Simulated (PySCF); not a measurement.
**Which determinant of SbCl⁺ lies lowest?**

Unrestricted PBE0; PySCF, scalar-relativistic core potentials, basis sets Sb def2-TZVPPD with ECP28, Cl def2-TZVPPD. Outer shells of the fragments: Sb+ 4d10 5s2 5p2; Cl 3s2 3p5.

Followed along the bond (rough minima from three points):

```json
{"2Ms+1": "2", "unpaired": "π ↑", "⟨S²⟩ at the start": "0.76", "R at minimum (Å)": "2.24", "Te (eV)": "0.00"}
{"2Ms+1": "4", "unpaired": "π ↑↑↑", "⟨S²⟩ at the start": "3.76", "R at minimum (Å)": "none in the scan", "Te (eV)": "≤ 2.68"}
```

Solutions found at the starting distance of 2.435 Å, counted from the lowest of them; the search is not exhaustive and high or unbound solutions are not listed, so other states can lie among these:

```
2Ms+1   unpaired   term  E (eV)  ⟨S²⟩  ⟨Lz²⟩  μ (D)
    2        π ↑     ²Π    0.00  0.76   1.01  -2.47
    4      π ↑↑↑     ⁴Π    2.57  3.76   1.01   1.87
    2        σ ↑    ²Σ⁺    2.73  0.76   0.00  -2.20
    2      π ↑↑↓  mixed    2.91  1.76   3.03   1.87
    4  σ ↑, π ↑↑    ⁴Σ⁻    3.03  3.76   0.00  -0.31
    2  σ ↓, π ↑↑  mixed    3.43  1.76   0.00   0.08
    2        π ↑  mixed    4.04  0.75   3.02   1.89
    4  σ ↑, π ↑↑  mixed    4.62  3.76   2.01   1.54
    4  σ ↑, π ↑↑  mixed    4.78  3.76   2.01   1.45
    4  σ ↑↑, π ↑     ⁴Π    5.06  3.76   1.01  -0.22
    2  σ ↓, π ↑↑  mixed    5.09  1.76   2.02   1.59
```

A term symbol is given only where ⟨S²⟩ and ⟨Lz²⟩ are close to those of a pure state; real π, δ and φ orbitals otherwise mix terms. A positive dipole points towards Cl; it is taken about the centre of mass and depends on that origin.

Spin–orbit coupling is left out. Counting both spins, an empty level lies below a filled one in some of these solutions, because spin and occupation are held.
